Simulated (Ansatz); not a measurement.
The cluster Si₅Se₅. The state is a singlet with charge 0. Geometry PBE-D4/def2-SVP, basis def2-TZVP, Ansatz.

```xyz
10

Si   -0.426    0.634    0.021
Si    1.829   -1.650    1.033
Si   -2.093   -0.491   -2.644
Si    0.548   -2.446   -0.922
Si    1.383    1.663    2.630
Se   -1.660   -1.520   -0.491
Se    0.149   -0.393    2.265
Se   -1.577    1.595   -1.857
Se    0.267    2.741    0.947
Se    1.580   -0.133   -0.982
```

| run | HOMO (eV) | LUMO (eV) |
| --- | --- | --- |
| A | -5.40 | -4.12 |
| B | -5.23 | -3.91 |
| C | -5.94 | -3.29 |
| D | -5.39 | -3.91 |

Another isomer (singlet) lies 0.66 eV lower at PBE0-D4/def2-TZVP; other spin states weren't run for this one.

The runs used LDA (SPW92), PBE, PBE0, r2SCAN. Estimate which is which.

A LDA (SPW92) (0 % exact exchange); B PBE (0 % exact exchange); C PBE0 (25 % exact exchange); D r2SCAN (0 % exact exchange). Exact exchange lowers occupied and raises empty levels; among semilocal functionals meta-GGAs tend to open the gap a little, and such runs are hard to tell apart. The gap grows from 1.28 eV (LDA (SPW92)) to 2.66 eV (PBE0).
